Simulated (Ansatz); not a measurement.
Two structures of AlBHCl$_{5}$, closed shell, reached by relaxing down either side of one saddle point (PBE0-D4/def2-TZVP). Energies are electronic, without zero-point energy. Program: Ansatz 0.2.0. Basis: def2-TZVPP and def2-QZVPP. Cores are frozen in the correlated methods. Extrapolation: Hartree–Fock as exp(−7.88 √X), correlation as X^−2.97. First:

```xyz
8
angstrom
Al -0.8488 0.9230 -1.1868
H 0.4287 0.7495 -2.0753
Cl -2.7083 0.2266 -1.8750
Cl -0.8931 2.3819 0.3253
B 1.0333 -1.0571 1.2139
Cl -0.5097 -1.1840 0.3495
Cl 2.1491 0.1833 0.8042
Cl 1.3488 -2.2232 2.4443
```

Second:

```
8
angstrom
Al -0.9951 0.6191 -0.5319
H 0.6762 0.0082 -0.5822
Cl -2.0104 -0.4691 -1.9691
Cl -0.8155 2.6799 -0.5746
B 0.9069 -0.5797 0.5220
Cl -0.9655 -0.2719 1.4550
Cl 2.1134 0.3231 1.4332
Cl 1.0899 -2.3096 0.2477
```

**Question.** Which bonds change from the first to the second?

**Answer.** BCl₃ ([Cl][B]([Cl])[Cl]) + AlHCl₂ ([Cl][AlH][Cl]) → AlCl₃ ([Cl][Al]([Cl])[Cl]) + BHCl₂ ([Cl][BH][Cl]) (still joined by a long Al–H, B–Cl bond); bonds formed: H2–B5; dative contacts that become bonds: Al1–Cl6; bonds weakened to dative contacts: Al1–H2, B5–Cl6.

**Question.** Give the saddle point's structure and its height above each. (Judge from chemistry; the value comes from the calculation.)

**Answer.** By the calculation: 0.091 eV above the first and 0.718 eV above the second (CCSD(T) at an estimated basis limit (MP2 extrapolated from triple and quadruple zeta, plus CCSD(T) − MP2 in triple zeta)).
```
8
angstrom
Al -0.7644 0.7116 -0.9367
H 0.7250 0.1841 -1.0437
Cl -2.2756 -0.3610 -1.9057
Cl -1.0766 2.7341 -0.5048
B 0.8888 -0.7978 1.0196
Cl -0.8172 -0.3152 1.3725
Cl 2.1513 0.2323 1.5838
Cl 1.1687 -2.3880 0.4151
```

The T1 diagnostic stays at or below 0.011.

Ligand swaps between two centres remove the fluorinated layer in thermal atomic layer etching, and scramble precursors in the gas phase.

Labels in which every atom is bracketed show which atoms are joined, not bond orders.

For scale, one of the runs: CCSD(T)/def2-TZVPP, 297 basis functions, launched by `ansatz run in.yaml --threads 4 --pin off --events-out ev --progress --plain --max-ram 46080MiB --backend cuda --devices 0, --max-vram 37GiB`. Hardware: 4 CPU threads of an AMD EPYC 7R13 and a share of one NVIDIA H100, shared host. Wall time 6 s; peak host memory 0.87 GiB.
